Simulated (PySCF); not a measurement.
Heteronuclear NMR

Cartesian coordinates in Å; atom numbers follow the order of the lines, from 1:
```xyz
24

Si   -1.527   -1.400   -2.028
Si   -0.908   -0.221   -0.102
Si   -1.010    2.100   -0.421
Si   -2.086   -0.901    1.803
C     0.925   -0.705    0.230
C     1.628    0.117    1.325
C     2.432    0.849    0.243
C     1.937   -0.165   -0.797
H    -0.837   -0.969   -3.247
H    -2.959   -1.220   -2.283
H    -1.302   -2.845   -1.933
H    -2.395    2.506   -0.676
H    -0.560    2.883    0.734
H    -0.224    2.586   -1.560
H    -1.747   -0.150    3.016
H    -3.525   -0.717    1.593
H    -1.894   -2.314    2.139
H     1.005   -1.783    0.385
H     2.253   -0.488    1.982
H     0.987    0.746    1.943
H     3.509    0.886    0.394
H     2.068    1.858    0.056
H     2.697   -0.893   -1.079
H     1.519    0.262   -1.709
```

PySCF 2.14 calculation with coordinates at the GFN2-xTB level and PBE0/pcSseg-1 with gauge-including orbitals; a single conformation, rapidly exchanging positions averaged, no solvent, non-relativistic Hamiltonian.

Task: What are the 29Si shifts?

Result: 
```tsv
atoms	environment	σ (ppm)	δ (ppm)
Si2	silicon bonded to C, 3 Si	431.8	-74.9
Si1/Si3/Si4	silicon bonded to Si, 3 H	464.5	-101.8
```

Shieldings were converted by a linear fit to measured shifts: 29Si (scatter 8.9 ppm rms, 25.8 ppm with the 6 outliers that the fit left out vs TMS, solution or neat liquid). Occasional misses reach two or three times the rms, and more in compound classes unlike the fitted ones.

On a 400 MHz spectrometer 29Si resonates near 79.5 MHz, so 1 ppm is 79.5 Hz.
